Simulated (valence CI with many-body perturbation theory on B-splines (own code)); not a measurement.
**Tb¹⁶⁺: electric-dipole lines**

Level of theory: relativistic CI+MBPT: three valence electrons over a frozen Dirac-Fock core [Kr] 4d10, radial functions for each j: 7 s, 7 p, 7 d, 7 f, 4 g, 2 h, with the one-electron correlation potential Σ1 (screened to all orders), the two-electron term Σ2, the three-electron term Σ3, Breit, model QED; selected single and double excitations, second order for the rest, scaled by the run's own slope (own B-spline code, finite nucleus).

No measured levels were compared; by estimate terms of the open shell hold to a few per cent of their energy, and close levels can change places.

Lines 51 to 100 of 547 in falling wavelength, among levels below 107.32 eV, chosen from the strongest by gf and those to the six lowest levels. Wavelengths and rates use the calculated energies, so an error of 2000 cm⁻¹ moves a line at 399.3 Å by 0.8 % and its rate by three times that or more. Electric multipoles are in the length gauge, E1 and E2 with the static RPA response of the core. Weak lines are less certain than strong ones. Lines between different terms over intervals too small for the method are left out, as are lines whose strength nearly cancels. Where a level lies close to another of its J and parity, the split of strength between their lines is uncertain. The highest levels of a list are the least certain.

Names give the largest LS component (configuration and term), which can be under half, so a name can repeat, a term be missing and a line seem to break the LS rules; names also repeat where a configuration has a term twice. Letters in brackets count levels of one name in rising energy.

| λ vac (Å) | Upper | Lower | A (s⁻¹) | S (a.u.) with core polarisation | S without |
| --- | --- | --- | --- | --- | --- |
| 399.3 | 4f.5p2 2G°_9/2 | 4f.5s.5p 2G_9/2 [a] | 2.95e+09 | 9.26e-01 | 1.22e+00 |
| 399.1 | 4f.5p2 2F°_7/2 [a] | 4f.5s.5p 2F_5/2 [a] | 2.38e+09 | 5.97e-01 | 7.82e-01 |
| 398.9 | 4f.5p2 4F°_9/2 | 4f.5s.5p 4G_11/2 | 5.08e+09 | 1.59e+00 | 2.09e+00 |
| 397.4 | 4f.5p2 4D°_7/2 | 4f.5s.5p 4G_9/2 | 5.04e+09 | 1.25e+00 | 1.64e+00 |
| 396.5 | 4f.5p2 2F°_7/2 [b] | 4f.5s.5p 2F_7/2 [b] | 2.49e+09 | 6.12e-01 | 8.04e-01 |
| 395.9 | 4f.5p2 4G°_9/2 | 4f.5s.5p 4G_9/2 | 4.14e+09 | 1.27e+00 | 1.67e+00 |
| 395.7 | 4f.5p2 4G°_5/2 [a] | 4f.5s.5p 4F_3/2 | 3.35e+09 | 6.15e-01 | 8.05e-01 |
| 393.4 | 4f.5p2 2F°_7/2 [a] | 4f.5s.5p 4F_9/2 | 7.08e+09 | 1.70e+00 | 2.23e+00 |
| 392.1 | 4f.5p2 4G°_5/2 [a] | 4f.5s.5p 4G_7/2 | 3.26e+09 | 5.82e-01 | 7.63e-01 |
| 389.3 | 4f.5p2 2H°_11/2 | 4f.5s.5p 4G_11/2 | 5.11e+09 | 1.79e+00 | 2.34e+00 |
| 335.6 | 4f2.5p 2H°_11/2 [a] | 4f2.5s 2H_11/2 | 5.85e+09 | 1.31e+00 | 1.69e+00 |
| 332.1 | 4f2.5p 4G°_9/2 [b] | 4f2.5s 2F_7/2 | 2.35e+09 | 4.24e-01 | 5.46e-01 |
| 330.2 | 4f2.5p 4G°_9/2 [a] | 4f2.5s 4F_7/2 | 2.79e+09 | 4.95e-01 | 6.39e-01 |
| 328.6 | 4f2.5p 2I°_13/2 [b] | 4f2.5s 2I_11/2 | 8.71e+09 | 2.14e+00 | 2.75e+00 |
| 328.4 | 4f2.5p 2I°_13/2 [b] | 4f2.5s 2I_13/2 | 8.37e+09 | 2.05e+00 | 2.65e+00 |
| 328.2 | 4f2.5p 4G°_9/2 [a] | 4f2.5s 2H_9/2 | 5.78e+09 | 1.01e+00 | 1.30e+00 |
| 328.2 | 4f2.5p 2H°_11/2 [a] | 4f2.5s 4F_9/2 | 4.98e+09 | 1.04e+00 | 1.35e+00 |
| 327.7 | 4f2.5p 4G°_7/2 [b] | 4f2.5s 2G_7/2 | 4.42e+09 | 6.15e-01 | 7.92e-01 |
| 325.5 | 4f2.5p 4H°_11/2 | 4f2.5s 4H_11/2 | 5.77e+09 | 1.18e+00 | 1.52e+00 |
| 325.4 | 4f2.5p 4I°_13/2 | 4f2.5s 4H_13/2 | 3.86e+09 | 9.18e-01 | 1.19e+00 |
| 324.4 | 4f2.5p 2H°_11/2 [a] | 4f2.5s 4H_13/2 | 2.47e+09 | 5.00e-01 | 6.46e-01 |
| 324.4 | 4f2.5p 4H°_9/2 [b] | 4f2.5s 4H_9/2 | 7.72e+09 | 1.30e+00 | 1.68e+00 |
| 324.1 | 4f2.5p 2H°_11/2 [a] | 4f2.5s 2H_9/2 | 3.66e+09 | 7.37e-01 | 9.49e-01 |
| 323.9 | 4f2.5p 4D°_3/2 [b] | 4f2.5s 2F_5/2 | 8.98e+09 | 6.03e-01 | 7.76e-01 |
| 323.5 | 4f2.5p 2G°_9/2 [b] | 4f2.5s 2G_9/2 | 7.81e+09 | 1.30e+00 | 1.68e+00 |
| 322.7 | 4f2.5p 2I°_11/2 [b] | 4f2.5s 4F_9/2 | 2.57e+09 | 5.12e-01 | 6.58e-01 |
| 322.5 | 4f2.5p 2I°_13/2 [a] | 4f2.5s 2H_11/2 | 9.72e+09 | 2.25e+00 | 2.89e+00 |
| 322.1 | 4f2.5p 4G°_9/2 [b] | 4f2.5s 2H_11/2 | 3.87e+09 | 6.38e-01 | 8.22e-01 |
| 321.8 | 4f2.5p 4G°_9/2 [a] | 4f2.5s 4H_11/2 | 3.28e+09 | 5.40e-01 | 6.97e-01 |
| 321.4 | 4f2.5p 2G°_7/2 [a] | 4f2.5s 2G_7/2 | 5.52e+09 | 7.23e-01 | 9.32e-01 |
| 321.0 | 4f2.5p 4H°_7/2 [b] | 4f2.5s 4H_7/2 | 9.94e+09 | 1.30e+00 | 1.68e+00 |
| 321.0 | 4f2.5p 4H°_9/2 [b] | 4f2.5s 4H_7/2 | 7.61e+09 | 1.24e+00 | 1.60e+00 |
| 320.6 | 4f2.5p 2F°_5/2 [d] | 4f2.5s 2F_7/2 | 1.08e+10 | 1.06e+00 | 1.36e+00 |
| 320.0 | 4f2.5p 2D°_3/2 [b] | 4f2.5s 2D_3/2 | 1.17e+10 | 7.56e-01 | 9.75e-01 |
| 319.9 | 4f2.5p 4G°_9/2 [b] | 4f2.5s 2G_7/2 | 2.59e+09 | 4.18e-01 | 5.38e-01 |
| 319.8 | 4f2.5p 4G°_11/2 [b] | 4f2.5s 2H_11/2 | 4.45e+09 | 8.62e-01 | 1.11e+00 |
| 319.7 | 4f2.5p 2H°_11/2 [c] | 4f2.5s 2I_11/2 | 9.51e+09 | 1.84e+00 | 2.37e+00 |
| 319.6 | 4f2.5p 2H°_11/2 [c] | 4f2.5s 2I_13/2 | 7.82e+09 | 1.51e+00 | 1.95e+00 |
| 319.4 | 4f2.5p 4F°_7/2 | 4f2.5s 4F_7/2 | 7.83e+09 | 1.01e+00 | 1.30e+00 |
| 319.3 | 4f2.5p 2F°_5/2 [b] | 4f2.5s 2G_7/2 | 6.03e+09 | 5.81e-01 | 7.49e-01 |
| 319.3 | 4f2.5p 4H°_11/2 | 4f2.5s 4H_9/2 | 1.14e+10 | 2.20e+00 | 2.83e+00 |
| 318.8 | 4f2.5p 4G°_7/2 [b] | 4f2.5s 2H_9/2 | 5.45e+09 | 6.97e-01 | 8.98e-01 |
| 318.8 | 4f2.5p 2I°_11/2 [b] | 4f2.5s 2H_9/2 | 7.62e+09 | 1.46e+00 | 1.88e+00 |
| 318.8 | 4f2.5p 4I°_13/2 | 4f2.5s 4H_11/2 | 1.41e+10 | 3.16e+00 | 4.07e+00 |
| 318.5 | 4f2.5p 4F°_3/2 | 4f2.5s 4F_3/2 | 1.40e+10 | 8.94e-01 | 1.15e+00 |
| 318.2 | 4f2.5p 2D°_3/2 [c] | 4f2.5s 2P_1/2 | 1.15e+10 | 7.32e-01 | 9.41e-01 |
| 318.0 | 4f2.5p 2H°_11/2 [b] | 4f2.5s 2G_9/2 | 1.68e+10 | 3.20e+00 | 4.12e+00 |
| 317.5 | 4f2.5p 4P°_3/2 | 4f2.5s 4P_1/2 | 8.04e+09 | 5.08e-01 | 6.55e-01 |
| 317.4 | 4f2.5p 2G°_9/2 [b] | 4f2.5s 2G_7/2 | 5.61e+09 | 8.85e-01 | 1.14e+00 |
| 317.3 | 4f2.5p 2F°_7/2 [c] | 4f2.5s 2F_7/2 | 1.13e+10 | 1.43e+00 | 1.84e+00 |
